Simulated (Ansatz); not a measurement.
Reaction (atomization): `[SiH3]C1=C(Br)C1` → Br• + 3 C• + 5 H• + Si•

Calculated with Ansatz (gas phase, PBE0-D4/def2-TZVP geometries, no zero-point term in ΔE). CBS: MP2 limit from def2 TZ/QZ plus the TZ coupled-cluster correction, frozen cores. This one scheme is used for every species, atoms too. Functionals use def2-TZVPP. B3LYP here is the variant with VWN-RPA as its local correlation; programs differ in this. Open shells (•) are unrestricted, without spin–orbit coupling. Spin–orbit coupling would lower the free atoms: a little for C, Si; clearly for Br. Bonds to Br are less sure, by a few kJ/mol each and by 10 to 20 or more in all where they break to atoms, as the def2 sets lack core-valence functions. Scalar relativity is left out up to krypton.

CCSD(T)/CBS gives +3621.9 kJ/mol.

Problem. Another level gave +3581.5 kJ/mol. Which?
A. CCSD/def2-TZVPP
B. PBE0-D4/def2-TZVPP
C. B3LYP-D4/def2-TZVPP
D. B3LYP/def2-TZVPP

Solution. D. B3LYP 3581.5, B3LYP-D4 3619.7, CCSD/def2-TZVPP 3458.7, PBE0-D4 3661.4 kJ/mol.

Largest T1 diagnostic among the species: 0.012.

The D4 term adds +38.2 kJ/mol with B3LYP and +20.2 kJ/mol with PBE0; it sums over pairs of atoms, weighted by their polarisabilities, and B3LYP, whose exchange is more repulsive, gets the larger term. In def2-TZVPP, CCSD(T) changes the Hartree–Fock value by +914.8 kJ/mol (the triples alone add +67.8 kJ/mol) and MP2 by +995.4 kJ/mol; breaking electron pairs costs correlation energy, which Hartree–Fock lacks. From PBE to PBE0 (25 % exact exchange), in def2-TZVPP and without D4, ΔE moves by −63.5 kJ/mol: exact exchange takes away binding that semilocal exchange gives to molecules.

For atomizations the MP2-based limit and the directly extrapolated one differ by several kJ/mol either way, and by 10 to 25 for some Ge, Se and Sn compounds, so smaller differences from it don't rank the levels.
